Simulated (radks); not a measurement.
Question: The mean radii <r> (bohr) of the occupied orbitals of an atom or ion are listed with their occupations. Method: Dirac Kohn-Sham, relativistic LDA (MacDonald-Vosko exchange, VWN5 correlation), spin-unpolarised, spherical densities, finite nucleus; Fermi nuclear charge, rms radius of each element as measured or else 0.836 A^(1/3) + 0.57 fm; computed with a radial shooting solver on a logarithmic mesh with Libxc functionals.

| orbital | occ. | <r> |
|---|---|---|
| 1s1/2 | 2 | 0.03189 |
| 2s1/2 | 2 | 0.1325 |
| 2p1/2 | 2 | 0.1114 |
| 2p3/2 | 1 | 0.1159 |

Name the element and its charge. Open shells, if any, fill j = l - 1/2 first.

Answer: Z = 46, palladium, charge +39: Pd39+ in [He] 2s2 2p3. The 1s radius gives Z: for a bare nucleus <r> = (2 gamma + 1)/(2Z) with gamma = sqrt(1 - (Z/c)^2), 0.03135 bohr for Z = 46, and screening makes it slightly larger (0.03189 here). The occupations add up to 7, and the charge is Z minus that.
